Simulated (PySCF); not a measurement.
Excitation energy of Zn by level of theory

Zn [Ar] 3d10 4s2 (1S) → Zn [Ar] 3d10 4s1 5s1 (3S), as a difference of total energies. Computed with PySCF 2.14 in aug-cc-pVQZ-DK (9s8p6d4f3g2h, 140 functions), with scalar relativity by spin-free X2C-1e. Correlated levels: valence: [Ar] frozen. The calculations carry no spin-orbit coupling.

| method | excitation energy (eV) |
| --- | --- |
| UHF | 5.212 |
| LDA | 6.998 |
| PBE | 6.676 |
| PBE0 | 6.401 |
| r2SCAN | 6.654 |
| B2PLYP | 6.702 |
| MN15 | 6.883 |
| BHandHLYP | 6.475 |
| MP2 (valence) | 6.522 |
| SCS-MP2 (valence) | 6.582 |

Q: How much does correlation contribute at MP2 (valence)?

A: 6.522 − (5.212) = 1.310 eV, measured against UHF.

For comparison: 6.655 eV (measured; NIST levels).
